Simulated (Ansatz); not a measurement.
## Nudged elastic band run: C$_{2}$H$_{6}$AlBO

Input file:

```yaml
crystal:
  periodic: [false, false, false]
  atoms:
    - { symbol: Al, position_ang: [-1.119266, 2.614264, 0.042682] }
    - { symbol: O, position_ang: [-0.431942, 1.008465, 0.016623] }
    - { symbol: B, position_ang: [0.098857, -0.225068, -0.002439] }
    - { symbol: C, position_ang: [-0.087327, -1.749166, 0.171279] }
    - { symbol: C, position_ang: [1.332363, -1.131857, -0.2121] }
    - { symbol: H, position_ang: [-1.728155, 3.147125, -1.346487] }
    - { symbol: H, position_ang: [-1.067894, 3.384426, 1.452938] }
    - { symbol: H, position_ang: [-0.587064, -2.351333, -0.598749] }
    - { symbol: H, position_ang: [-0.176271, -2.200525, 1.168087] }
    - { symbol: H, position_ang: [2.121727, -1.200576, 0.547809] }
    - { symbol: H, position_ang: [1.710371, -1.352756, -1.218845] }
basis:
  gaussian: { orbitals: "6-31G" }
hamiltonian:
  xc: pbe
neb:
  order_check: false
  images: 2
  f_tol: 0.03
  max_iterations: 60
  climbing: true
  final_atoms:
    - { symbol: Al, position_ang: [-1.11960137, 2.6141774, 0.04207448] }
    - { symbol: O, position_ang: [-0.42990026, 1.00931308, 0.01816844] }
    - { symbol: B, position_ang: [0.10039059, -0.22443486, -0.00061346] }
    - { symbol: C, position_ang: [-0.08742126, -1.74857119, 0.1712395] }
    - { symbol: C, position_ang: [1.33290121, -1.13236035, -0.21145522] }
    - { symbol: H, position_ang: [-1.0718682, 3.38530214, 1.45189489] }
    - { symbol: H, position_ang: [-1.72727008, 3.14529864, -1.34832265] }
    - { symbol: H, position_ang: [-0.58841548, -2.34892911, -0.59939476] }
    - { symbol: H, position_ang: [-0.17636785, -2.20125582, 1.1674394] }
    - { symbol: H, position_ang: [2.12213231, -1.20365891, 0.54831565] }
    - { symbol: H, position_ang: [1.7108194, -1.35188201, -1.21854827] }
  initial_path:
    images:
      - { positions_ang: [[-1.119266, 2.614264, 0.042682], [-0.431942, 1.008465, 0.016623], [0.098857, -0.225068, -0.002439], [-0.087327, -1.749166, 0.171279], [1.332363, -1.131857, -0.2121], [-1.728155, 3.147125, -1.346487], [-1.067894, 3.384426, 1.452938], [-0.587064, -2.351333, -0.598749], [-0.176271, -2.200525, 1.168087], [2.121727, -1.200576, 0.547809], [1.710371, -1.352756, -1.218845]] }
      - { positions_ang: [[-0.92131161, 2.33059957, 0.0126112], [-1.22636203, 0.73114009, 0.21890144], [-0.34132721, -0.31104051, 0.09270173], [0.0752397, -1.79996597, 0.14539833], [1.11464692, -0.86722344, -0.19784216], [-1.14172502, 2.96085121, -1.42321204], [-0.47457774, 3.15126243, 1.28764469], [-0.34169982, -2.39812067, -0.69205724], [0.06489224, -2.27288144, 1.17722995], [1.84601703, -0.71503383, 0.62302034], [1.41160652, -0.86658842, -1.22359825]] }
      - { positions_ang: [[-0.9214234, 2.3305707, 0.01240869], [-1.22568145, 0.73142278, 0.21941659], [-0.34081601, -0.31082946, 0.09331025], [0.07520828, -1.7997677, 0.14538517], [1.11482632, -0.86739123, -0.19762724], [-0.92296276, 3.04024359, -0.49041808], [-0.69436976, 3.0715533, 0.35389114], [-0.34215031, -2.39731938, -0.69227249], [0.06485996, -2.27312504, 1.17701409], [1.84615214, -0.71606147, 0.62318922], [1.41175599, -0.86629709, -1.22349934]] }
      - { positions_ang: [[-1.11960137, 2.6141774, 0.04207448], [-0.42990026, 1.00931308, 0.01816844], [0.10039059, -0.22443486, -0.00061346], [-0.08742126, -1.74857119, 0.1712395], [1.33290121, -1.13236035, -0.21145522], [-1.0718682, 3.38530214, 1.45189489], [-1.72727008, 3.14529864, -1.34832265], [-0.58841548, -2.34892911, -0.59939476], [-0.17636785, -2.20125582, 1.1674394], [2.12213231, -1.20365891, 0.54831565], [1.7108194, -1.35188201, -1.21854827]] }
```

Run as:

```bash
$ ansatz run input.yaml --threads 1 --pin off --max-ram 2048MiB --backend cpu --events-out ev --progress --plain --runs-dir out
```

Output, in part (warnings, iteration lines):

```
NEB end point (image 0): max|allowed force component| = 1.469e-3 eV/Å (the criterion of neb.relax_end_points is 1.000e-2)
NEB end point (image 3): max|allowed force component| = 1.112e-3 eV/Å (the criterion of neb.relax_end_points is 1.000e-2)
NEB iter   1: max|band force component| = 7.847e1 eV/Å  barrier→ = 27.5951 eV  barrier← = 27.5951 eV  Δτ_max = 0.1893 Å  (99 SCF iters)
NEB iter   2: max|band force component| = 3.783e1 eV/Å  barrier→ = 16.4027 eV  barrier← = 16.4027 eV  Δτ_max = 0.2000 Å  (58 SCF iters)
NEB iter   3: max|band force component| = 1.783e1 eV/Å  barrier→ = 12.1180 eV  barrier← = 12.1180 eV  Δτ_max = 0.2000 Å  (62 SCF iters)
NEB iter   4: max|band force component| = 7.327e0 eV/Å  barrier→ = 11.0162 eV  barrier← = 11.0162 eV  Δτ_max = 0.1963 Å  (69 SCF iters)
NEB iter   5: max|band force component| = 9.977e0 eV/Å  barrier→ = 9.9861 eV  barrier← = 9.9861 eV  Δτ_max = 0.0974 Å  (88 SCF iters)
NEB iter   6: max|band force component| = 8.112e0 eV/Å  barrier→ = 9.3723 eV  barrier← = 9.3723 eV  Δτ_max = 0.1938 Å  (58 SCF iters)
NEB iter   7: max|band force component| = 2.213e1 eV/Å  barrier→ = 10.4396 eV  barrier← = 10.4396 eV  Δτ_max = 0.0993 Å  (58 SCF iters)
NEB iter   8: max|band force component| = 1.769e1 eV/Å  barrier→ = 8.5156 eV  barrier← = 8.5156 eV  Δτ_max = 0.1953 Å  (55 SCF iters)
NEB iter   9: max|band force component| = 1.387e1 eV/Å  barrier→ = 7.4795 eV  barrier← = 7.4795 eV  Δτ_max = 0.1943 Å  (55 SCF iters)
NEB iter  10: max|band force component| = 1.178e1 eV/Å  barrier→ = 5.5649 eV  barrier← = 5.5649 eV  Δτ_max = 0.1940 Å  (56 SCF iters)
NEB iter  11: max|band force component| = 7.517e0 eV/Å  barrier→ = 2.9218 eV  barrier← = 2.9218 eV  Δτ_max = 0.1946 Å  (56 SCF iters)
NEB iter  12: max|band force component| = 5.475e0 eV/Å  barrier→ = 2.6531 eV  barrier← = 2.6531 eV  Δτ_max = 0.2000 Å  (56 SCF iters)
NEB iter  13: max|band force component| = 5.644e0 eV/Å  barrier→ = 2.9511 eV  barrier← = 2.9511 eV  Δτ_max = 0.0996 Å  (59 SCF iters)
NEB iter  14: max|band force component| = 2.712e0 eV/Å  barrier→ = 1.8506 eV  barrier← = 1.8506 eV  Δτ_max = 0.0995 Å  (56 SCF iters)
NEB iter  15: max|band force component| = 2.178e0 eV/Å  barrier→ = 1.7351 eV  barrier← = 1.7351 eV  Δτ_max = 0.0997 Å  (55 SCF iters)
NEB iter  16: max|band force component| = 2.665e0 eV/Å  barrier→ = 1.5813 eV  barrier← = 1.5813 eV  Δτ_max = 0.0503 Å  (54 SCF iters)
NEB iter  17: max|band force component| = 1.665e0 eV/Å  barrier→ = 1.3560 eV  barrier← = 1.3560 eV  Δτ_max = 0.0495 Å  (55 SCF iters)
NEB iter  18: max|band force component| = 1.417e0 eV/Å  barrier→ = 1.1385 eV  barrier← = 1.1385 eV  Δτ_max = 0.0997 Å  (54 SCF iters)
NEB iter  19: max|band force component| = 8.627e-1 eV/Å  barrier→ = 0.8852 eV  barrier← = 0.8852 eV  Δτ_max = 0.1953 Å  (53 SCF iters)
NEB iter  20: max|band force component| = 6.906e-1 eV/Å  barrier→ = 0.7126 eV  barrier← = 0.7126 eV  Δτ_max = 0.2000 Å  (54 SCF iters)
NEB iter  21: max|band force component| = 3.424e-1 eV/Å  barrier→ = 0.6125 eV  barrier← = 0.6126 eV  CI = image 2  Δτ_max = 0.1011 Å  (54 SCF iters)
NEB iter  22: max|band force component| = 2.606e-1 eV/Å  barrier→ = 0.5783 eV  barrier← = 0.5783 eV  CI = image 2  Δτ_max = 0.0510 Å  (54 SCF iters)
NEB iter  23: max|band force component| = 2.222e-1 eV/Å  barrier→ = 0.5642 eV  barrier← = 0.5642 eV  CI = image 2  Δτ_max = 0.1001 Å  (53 SCF iters)
NEB iter  24: max|band force component| = 1.906e-1 eV/Å  barrier→ = 0.5398 eV  barrier← = 0.5398 eV  CI = image 2  Δτ_max = 0.1904 Å  (54 SCF iters)
NEB iter  25: max|band force component| = 2.042e-1 eV/Å  barrier→ = 0.4953 eV  barrier← = 0.4953 eV  CI = image 2  Δτ_max = 0.1895 Å  (53 SCF iters)
NEB iter  26: max|band force component| = 2.655e-1 eV/Å  barrier→ = 0.4532 eV  barrier← = 0.4532 eV  CI = image 2  Δτ_max = 0.1295 Å  (52 SCF iters)
NEB iter  27: max|band force component| = 2.947e-1 eV/Å  barrier→ = 0.4250 eV  barrier← = 0.4250 eV  CI = image 2  Δτ_max = 0.1996 Å  (54 SCF iters)
NEB iter  28: max|band force component| = 2.998e-1 eV/Å  barrier→ = 0.3997 eV  barrier← = 0.3997 eV  CI = image 2  Δτ_max = 0.1988 Å  (52 SCF iters)
NEB iter  29: max|band force component| = 2.743e-1 eV/Å  barrier→ = 0.3785 eV  barrier← = 0.3785 eV  CI = image 2  Δτ_max = 0.2000 Å  (54 SCF iters)
NEB iter  30: max|band force component| = 2.298e-1 eV/Å  barrier→ = 0.3625 eV  barrier← = 0.3625 eV  CI = image 2  Δτ_max = 0.1998 Å  (54 SCF iters)
NEB iter  31: max|band force component| = 2.229e-1 eV/Å  barrier→ = 0.3503 eV  barrier← = 0.3503 eV  CI = image 2  Δτ_max = 0.1992 Å  (54 SCF iters)
NEB iter  32: max|band force component| = 1.411e-1 eV/Å  barrier→ = 0.3451 eV  barrier← = 0.3451 eV  CI = image 2  Δτ_max = 0.2000 Å  (53 SCF iters)
NEB iter  33: max|band force component| = 1.885e-1 eV/Å  barrier→ = 0.3439 eV  barrier← = 0.3439 eV  CI = image 2  Δτ_max = 0.0990 Å  (54 SCF iters)
NEB iter  34: max|band force component| = 1.373e-1 eV/Å  barrier→ = 0.3445 eV  barrier← = 0.3445 eV  CI = image 2  Δτ_max = 0.0998 Å  (55 SCF iters)
NEB iter  35: max|band force component| = 9.915e-2 eV/Å  barrier→ = 0.3435 eV  barrier← = 0.3435 eV  CI = image 2  Δτ_max = 0.0995 Å  (49 SCF iters)
NEB iter  36: max|band force component| = 7.263e-2 eV/Å  barrier→ = 0.3434 eV  barrier← = 0.3434 eV  CI = image 2  Δτ_max = 0.0997 Å  (48 SCF iters)
NEB iter  37: max|band force component| = 9.357e-2 eV/Å  barrier→ = 0.3431 eV  barrier← = 0.3431 eV  CI = image 2  Δτ_max = 0.0469 Å  (48 SCF iters)
NEB iter  38: max|band force component| = 1.131e-1 eV/Å  barrier→ = 0.3434 eV  barrier← = 0.3434 eV  CI = image 2  Δτ_max = 0.0234 Å  (49 SCF iters)
NEB iter  39: max|band force component| = 7.879e-2 eV/Å  barrier→ = 0.3431 eV  barrier← = 0.3431 eV  CI = image 2  Δτ_max = 0.0467 Å  (50 SCF iters)
NEB iter  40: max|band force component| = 4.575e-2 eV/Å  barrier→ = 0.3429 eV  barrier← = 0.3429 eV  CI = image 2  Δτ_max = 0.0926 Å  (48 SCF iters)
NEB iter  41: max|band force component| = 9.051e-3 eV/Å  barrier→ = 0.3427 eV  barrier← = 0.3427 eV  CI = image 2  Δτ_max = 0.0000 Å  (102 SCF iters)
Error: NEB band stopped at iteration 41: every band force meets `neb.f_tol`, and the climbing image, 0.34 eV above the higher end point, is dissociated in a way that neither end point is, and its saddle order is undetermined (no order was read). Sites 0 and 5 (counted from 0) are 2.4 times as far …
```

The run ended with an error. The band forces had met their threshold (the largest was 0.01 eV/Å), but the top image is dissociated in a way that neither end point is, so no saddle is shown and the energies are provisional: over the last iterations the top stayed at 0.34 eV. Neighbouring images lie up to 4.3 Å apart, so the band is torn or far too coarse. So few images can step over the top or miss a turn of the path. Limits of this set-up: no polarisation functions.

Final band:

```tsv
image	path coordinate (Å)	energy (kcal/mol)
0	0.00	0.0
1	4.08	0.3
2	8.15	7.9
3	12.46	0.0
```

The run took 6.7 min on 1 CPU thread of a shared host.
